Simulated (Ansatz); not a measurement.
Ansatz results at the PBE0-D4/def2-TZVP geometry: size of the dipole moment (ωB97M-V/def2-TZVPP) 2.10 D; HOMO energy (B3LYP/def2-TZVPP) -6.17 eV; LUMO energy (B3LYP/def2-TZVPP) -0.45 eV.

Each molecule was computed in one conformer, which needn't be the lowest.

Question: Which molecule gave them?
A. `N[Si]N`
B. `CS[Si]S`
C. `S[Si]Br`
D. `CC(C)[Si]Cl`

Answer: A. The others give `S[Si]Br`: 1.95, -7.00, -2.74; `CS[Si]S`: 2.00, -6.72, -2.14; `CC(C)[Si]Cl`: 1.88, -6.26, -2.60.

B3LYP here is the variant with VWN-RPA as its local correlation; programs differ in this.
